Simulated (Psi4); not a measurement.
Internal rotation in SMILES O=C[SiH2][SiH2][GeH3]. Scanned: dihedral C2–Si3–Si4–Ge5; all other coordinates were relaxed at GFN2-xTB. GFN2-xTB can order the conformers of Si and Ge chains otherwise than DFT does. Points at φ and −φ are mirror images. Heavy atoms are numbered in the order of the SMILES O=C[SiH2][SiH2][GeH3], hydrogens after them in the order of the atoms that carry them; the mirror image has the same energies with the sign of each dihedral reversed.

- PBE0/def2-TZVP // GFN2-xTB (Psi4)
- PBE/def2-TZVP // GFN2-xTB (Psi4)
- MP2/cc-pVTZ = DF-MP2 (frozen core)/cc-pVTZ // GFN2-xTB run with Psi4

Energies relative to the lowest point of each profile, in kJ/mol:

```
φ / °  PBE0/def2-TZVP  PBE/def2-TZVP
-----  --------------  -------------
-140              2.5            2.1
-120              3.4            2.9
-100              2.5            2.2
-60               6.7            7.3
-20               5.2            5.8
0                 5.4            5.9
20                5.2            5.8
40                5.2            5.9
60                6.7            7.3
80                3.3            3.6
100               2.5            2.2
160               0.8            0.6
```

Problem. Estimate the MP2/cc-pVTZ values at these points.

Solution. -140: 3.8; -120: 4.9; -100: 2.7; -60: 1.0; -20: 1.7; 0: 2.3; 20: 1.7; 40: 0.5; 60: 1.0; 80: 0.1; 100: 2.7; 160: 1.2 (kJ/mol).
